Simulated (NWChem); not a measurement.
System: C$_{2}$H$_{4}$F, doublet; SMILES [CH](C)F

Question: Give the equilibrium geometry at PBE-D3(BJ)/def2-SVP, spin-unrestricted (NWChem) as a list of bonds and angles, with the point group.

Answer: point group C1; any orientation.
Bond lengths (Å): C1–C2 1.480, C1–H4 1.108, C1–H5 1.119, C1–H6 1.111, C2–F3 1.351, C2–H7 1.104. Angles (°): C2–C1–H4 110.2, C2–C1–H5 112.8, C2–C1–H6 111.2, H4–C1–H5 107.5, H4–C1–H6 108.4, H5–C1–H6 106.5, C1–C2–F3 116.3, C1–C2–H7 123.7, F3–C2–H7 113.1.
